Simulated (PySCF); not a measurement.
## Nuclear quadrupole coupling in `C[P@@H](=O)CPC1CCC1`

C₆H₁₄OP₂.
Structure used (GFN2-xTB), in Å, numbered top down from 1:
```
atom  x, y, z in Å
C1     3.3719    0.6237   -0.3155
P2     2.2974   -0.0953    0.9653
O3     1.6138    0.8911    1.8039
C4     1.1936   -1.2977    0.1326
P5     0.2972   -0.3970   -1.2304
C6    -0.9837    0.4455   -0.1979
C7    -2.1994    1.0100   -0.9565
C8    -3.1152    0.4045    0.1160
C9    -1.9347   -0.4127    0.6593
H10    4.1261    1.2305    0.1838
H11    2.7586    1.2710   -0.9427
H12    3.8476   -0.1413   -0.9217
H13    3.1614   -0.9287    1.6850
H14    0.4992   -1.7115    0.8675
H15    1.7942   -2.0956   -0.3076
H16   -0.5050   -1.4966   -1.5789
H17   -0.4778    1.2098    0.3966
H18   -2.3336    0.5482   -1.9350
H19   -2.2361    2.0912   -1.0690
H20   -3.9630   -0.1711   -0.2504
H21   -3.4711    1.1466    0.8270
H22   -1.7725   -0.3680    1.7341
H23   -1.9736   -1.4567    0.3449
```

Field gradients from the PBE0/pcSseg-1 density (PySCF, non-relativistic), principal values in atomic units, ordered |Vxx| ≤ |Vyy| ≤ |Vzz|:

```tsv
atom	Vxx	Vyy	Vzz
O3	-0.3826	-0.4693	0.8520
```

Problem. Find the asymmetry η = (Vxx − Vyy)/Vzz and the couplings χ = eQV/h (234.96 MHz × Q in barn × V in au), with Q(17O) = −0.0256 b.

Solution. 
| atom | environment | nucleus | η | χzz (MHz) | χxx (MHz) | χyy (MHz) |
| --- | --- | --- | --- | --- | --- | --- |
| O3 | phosphoryl oxygen | 17O | 0.10 | -5.12 | 2.30 | 2.82 |

Problem. What is Vzz at O3 in SI units (1 au = 9.71736 × 10²¹ V/m²)?

Solution. 0.8520 au = 8.279 × 10²¹ V/m².

Problem. And the gradient at the other heavy atoms, for which no coupling is worked out here?

Solution. 
```csv
atom,environment,Vzz (au),η
C1,sp3 carbon bound to phosphorus,0.050,0.57
P2,phosphoryl phosphorus,-0.352,0.27
C4,sp3 carbon bound to phosphorus,-0.045,0.40
P5,phosphine phosphorus,-1.449,0.24
C6,sp3 carbon bound to phosphorus,-0.113,0.94
C7,four-membered-ring carbon,-0.070,0.77
C8,four-membered-ring carbon,-0.071,0.31
C9,four-membered-ring carbon,-0.075,0.64
```

Were the hydrogens deuterons (Q(2H) = 0.00286 b), χzz would run from 123 kHz (H13) to 215 kHz (H12).

Geometry: GFN2-xTB, one conformer, isolated molecule. GFN2-xTB bond lengths can be off by several hundredths of an ångström, more for odd bonds, and the gradients follow them. A larger basis could move these couplings by a tenth or more.
